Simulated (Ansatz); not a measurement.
Geometry optimisation, RKS BLYP-D4/def2-SVP in Ansatz 0.2.0.

Input file:

```yaml
crystal:
  periodic: [false, false, false]
  atoms:
    - { symbol: Hf, position_ang: [0.0, 0.0, 0.0] }
    - { symbol: "N", position_ang: [0.0, 0.0, 2.56] }
    - { symbol: H, position_ang: [-0.877, -0.2713, 3.09] }
    - { symbol: H, position_ang: [0.877, 0.2713, 3.09] }
    - { symbol: Cl, position_ang: [2.3764, 0.0, -0.8392] }
    - { symbol: Cl, position_ang: [-1.1869, 2.0563, -0.8392] }
    - { symbol: O, position_ang: [-0.975, -1.6891, -0.6893] }
    - { symbol: H, position_ang: [-1.4296, -2.1548, 0.0831] }
    - { symbol: O, position_ang: [1.237, -1.8784, 0.7473] }
    - { symbol: H, position_ang: [0.6706, -2.7104, 0.6628] }
    - { symbol: H, position_ang: [0.7761, -1.1786, 1.9994] }
basis:
  gaussian: { orbitals: def2-SVP }
hamiltonian:
  xc: blyp
  dispersion: d4
relax:
  f_tol: 0.15
  max_steps: 25
  restrain:
    - { distance: [0, 8], at: 2.07, k: 30.0 }
    - { distance: [10, 1], at: 1.06, k: 30.0 }
    - { distance: [0, 1], at: 3.41, k: 30.0 }
    - { distance: [10, 8], at: 2.21, k: 30.0 }
```

Command:

```bash
$ ansatz run input.yaml --threads 4 --pin off --max-ram 5120MiB --backend cpu --events-out ev --progress --plain --runs-dir out
```

Where does it end, and by what steps?

The forces met the threshold. The restraints hold the end off the free minimum. After 22 steps the energy has fallen by 3.490 eV (the restraints' own energy left out); H8 moved furthest, 2.60 Å. Parted: Hf1–N2 (2.56 → 3.39 Å). Joined: N2–H11 (1.52 → 1.04 Å).

```tsv
step	energy less start (eV)	largest force component (eV/Å)	accepted
0	0.0000	2.591	yes
1	-0.1506	4.567	yes
2	-0.5776	3.915	yes
3	-1.1688	2.196	yes
4	-1.6060	2.049	yes
5	-2.1086	1.760	yes
6	-2.4866	1.246	yes
7	-2.7539	1.034	yes
8	-2.9589	0.960	yes
9	-3.0706	0.908	yes
10	-3.1274	0.867	yes
11	-3.1758	1.003	yes
12	-3.2351	1.003	yes
13	-3.2814	1.183	yes
14	-3.3311	1.092	yes
15	-3.3803	1.237	yes
16	-3.4427	1.396	yes
17	-3.4711	1.427	yes
18	-3.4608	1.358	no
19	-3.4798	1.317	yes
20	-3.4841	1.395	yes
21	-3.4827	1.180	no
22	-3.4901	1.363	yes
```

```xyz
11
Properties=species:S:1:pos:R:3
Hf -0.076 -0.697 -0.234
N 0.677 0.326 2.909
H -0.035 0.682 3.561
H 1.595 0.629 3.262
Cl 1.922 0.436 -0.891
Cl -1.964 0.713 0.151
O -0.572 -1.766 -1.749
H -1.105 -2.076 -2.500
O 0.223 -2.057 1.248
H 0.156 -3.025 1.149
H 0.649 -0.717 2.958
```

The run took 57 s on 4 threads of Arm Neoverse V2 (shared host), peak memory 0.21 GiB.
